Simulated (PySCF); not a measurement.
The vertical singlet excitations below were computed for one of the candidates. Method used: TDDFT PBE0/def2-SVPD, vertical, gas phase, core orbitals frozen in the response in PySCF. Geometries: GFN2-xTB, one conformer each.

```csv
state,E (eV),f
S1,6.83,0.025
S2,7.40,0.528
S3,7.47,0.011
S4,7.58,0.015
S5,7.99,0.0067
S6,8.09,0.0002
```

Triplets computed (Tamm–Dancoff): 4.48, 6.69 eV.

Orbital energies (eV): HOMO-3 -9.60, HOMO-2 -9.42, HOMO-1 -9.05, HOMO -7.27, LUMO 0.50, LUMO+1 0.65, LUMO+2 1.18.

Problem. Which candidate is it? All have the formula C7H11F.
A. `F[C@]12CC[C@H](CC1)C2`
B. `FCC[C@H]1CC12CC2`
C. `F[C@]12CCC[C@H](C1)C2`
D. `C=C(F)C1CCCC1`
E. `C[C@@H]1C[C@H](F)[C@@H]2C[C@@H]21`

Solution. D. Its S1, at 6.83 eV, is the lowest among the candidates; the nearest of the others has S1 at 7.60 eV. S1 is HOMO→LUMO+1 (85%), HOMO→LUMO+2 (9%). Löwdin shares by element: HOMO carbon 72% or more, fluorine 11% (atoms not listed hold the other 17%); LUMO carbon 65% or more, hydrogen 7% or more, fluorine 7% (atoms not listed hold the other 20%). At the same level the other candidates give, for their lowest levels:
- `FCC[C@H]1CC12CC2`: 7.60 eV (f 0.011); 7.86 eV (f 0.012); 7.91 eV (f 0.031); 8.02 eV (f 0.006); 8.05 eV (f 0.020); T1 7.46 eV; HOMO -7.88, LUMO 0.82 eV
- `C[C@@H]1C[C@H](F)[C@@H]2C[C@@H]21`: 7.65 eV (f 0.003); 7.80 eV (f 0.001); 8.12 eV (f 0.026); 8.23 eV (f 0.001); 8.31 eV (f 0.028); T1 7.53 eV; HOMO -8.14, LUMO 0.68 eV
- `F[C@]12CCC[C@H](C1)C2`: 7.75 eV (f 0.001); 8.08 eV (f 0.046); 8.28 eV (f 0.024); 8.43 eV (f 0.002); 8.53 eV (f 0.004); T1 7.59 eV; HOMO -8.21, LUMO 0.62 eV
- `F[C@]12CC[C@H](CC1)C2`: 7.82 eV (f 0.000); 8.00 eV (f 0.004); 8.45 eV (f 0.022); 8.58 eV (f 0.012); 8.70 eV (f 0.008); T1 7.66 eV; HOMO -8.32, LUMO 0.61 eV
